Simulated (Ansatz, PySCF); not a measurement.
Breaking the B1–Br3 bond in BBr2H (SMILES BrBBr) (multiplicity 1 held, fragments rigid). Energies count from the point at 1.902 Å.
Geometry at that point (charge 0, multiplicity 1):
```xyz
4

B     -0.62320    -0.38098    -0.41274
H     -1.49973    -0.91682    -0.99326
Br    -0.32832     1.47752    -0.68765
Br     0.46020    -1.39690     0.77499
```

Restricted levels (R-, RO-) in cc, def2 and unpolarised 6-31G sets keep to the state of the molecule at rest. U- levels take the lowest unrestricted solution at each point, which mixes spins at long bonds. Active spaces are followed from a long bond inwards. Left out are points that failed, MP2 points in a non-variational dive below the minimum, coupled-cluster points behind a sign of a changed root (a jump of the amplitudes, or a one-step jump against full CI or MRCI), small-basis points behind a change of solution, and semi-empirical points at long bonds. Curves can end on different states.

Frozen-core correlation. Filled d and f shells under p-block atoms count as core. Rows in LANL2DZ carry no dispersion term and start afresh at each structure. LANL2DZ brings its own core potentials from Na on.

Programs: Ansatz (a program for electronic structure) with Gaussian orbitals; PySCF for LANL2DZ rows. Each number belongs to the level named beside it.

Energies in eV.

| R (Å) | U-HF/LANL2DZ | R-wB97X-V/cc-pVTZ | U-SCS-MP2/cc-pVTZ | U-CCSD(T)/cc-pVTZ | FIC-NEVPT4(SD) on CASSCF(6,4)/cc-pVTZ | FIC-MRCISD+Q on CASSCF(6,4)/cc-pVTZ |
|---|---|---|---|---|---|---|
| 1.521 | 3.37 | 2.60 | 2.71 | 2.73 | 2.73 | 2.71 |
| 1.712 | 0.74 | 0.44 | 0.48 | 0.49 | 0.49 | 0.49 |
| 1.902 | 0.00 | 0.00 | 0.00 | 0.00 | 0.00 | 0.00 |
| 2.092 | 0.12 | 0.30 | 0.28 | 0.27 | 0.27 | 0.27 |
| 2.282 | 0.59 | 0.89 | 0.86 | 0.83 | 0.81 | 0.83 |
| 2.567 | 1.50 | 1.92 | 1.85 | 1.79 | 1.77 | 1.79 |
| 2.853 | 2.19 | 2.88 | 3.28 | 2.73 | 2.64 | 2.67 |
| 3.328 | 2.62 | 4.17 | 4.23 | 3.90 | 3.70 | 3.71 |
| 3.803 | 2.74 | 5.09 | 4.49 | 4.36 | 4.23 | 4.23 |
| 4.374 | 2.78 | 5.84 | 4.57 | 4.49 | 4.45 | 4.43 |
| 5.135 | 2.79 | 6.47 | 4.60 | 4.53 | 4.51 | 4.48 |
| 6.086 | left out | 6.91 | 4.61 | 4.53 | 4.51 | 4.49 |

Doubts at one or more of the structures used: a spin-contaminated determinant (U-HF/LANL2DZ, U-SCS-MP2/cc-pVTZ, U-CCSD(T)/cc-pVTZ); a restricted determinant that unrestricted orbitals would lower (R-wB97X-V/cc-pVTZ); T1 above 0.05 (U-CCSD(T)/cc-pVTZ); active orbitals that take no part (FIC-NEVPT4(SD) on CASSCF(6,4)/cc-pVTZ, FIC-MRCISD+Q on CASSCF(6,4)/cc-pVTZ).
